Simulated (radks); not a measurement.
Results of a calculation; reference values are marked as such.
Q: Coulomb parameter of the 4f shell of the erbium ion Er2+ in the model configuration [Xe] 4f11 6p1, as a second difference U = [E(n + 0.25) + E(n - 0.25) - 2 E(n)] / (0.25)^2 with all orbitals relaxed. "Bare": the charge of the atom changes with n. "Screened": the 6p shell takes up the change at fixed total charge, which measures U(4f,4f) + U(6p,6p) - 2 U(4f,6p). Level of theory: scalar-relativistic Kohn-Sham, r2SCAN, spin-unpolarised, spherical densities, finite nucleus; meta-GGA in the generalised Kohn-Sham scheme; Fermi nuclear charge, rms radius 5.2516 fm (a radial shooting solver on a logarithmic mesh with Libxc functionals). Estimate both.

A: U(bare) = 18.409 eV, U(screened by 6p) = 9.056 eV, against the Slater integral F0(4f,4f) = 33.156 eV with frozen orbitals.
